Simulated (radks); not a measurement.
Results of a calculation; reference values are marked as such.
As3-, configuration [Kr]. Code: a radial shooting solver on a logarithmic mesh with Libxc functionals. Model: scalar-relativistic Kohn-Sham, PBEsol, spin-unpolarised, spherical densities, point nucleus; Watson sphere of charge +3.21 and radius 4.98 bohr.

X-ray form factor f0, the Fourier transform of the density (f0(0) = 36):

| sin(theta)/lambda (1/angstrom) | f0 (electrons) |
|---|---|
| 0.05 | 34.244 |
| 0.1 | 30.918 |
| 0.15 | 28.171 |
| 0.2 | 26.091 |
| 0.25 | 24.298 |
| 0.3 | 22.655 |
| 0.4 | 19.668 |
| 0.5 | 16.944 |
| 0.6 | 14.512 |
| 0.8 | 10.754 |
| 1 | 8.418 |
| 1.25 | 6.820 |
| 1.5 | 5.913 |
| 2 | 4.606 |
